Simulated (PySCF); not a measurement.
H₅W, SMILES [WH5+] (connectivity only; charge and spin as stated), charge +1, multiplicity 1. Geometry: B3LYP-D3(BJ)/def2-TZVPD. The spin state was assumed, not searched. The def2 effective core potentials stand for the cores of W; spin–orbit coupling is left out.

All values below come from B3LYP-D3(BJ)/def2-TZVPD run with PySCF.

Harmonic wavenumbers (cm⁻¹): 283, 288, 711, 942, 948, 1010, 1035, 2057, 2066, 2102, 2104, 2122. Rotational constants (GHz): 60.19, 51.25, 49.83; symmetry number 2.

**Question.** Work out the zero-point energy and the ideal-gas rigid-rotor harmonic-oscillator thermochemistry at 298.15 K and 1 atm.

**Answer.** ZPE = ½ Σ hcν = ½ × 15668 cm⁻¹ = 22.40 kcal/mol. H − E(el) = 25.49 kcal/mol. Entropy in cal/(mol K): translation 41.61, rotation 16.91, vibration 3.71, total 62.23. G − E(el) = 6.93 kcal/mol. Cp = 13.79 cal/(mol K).
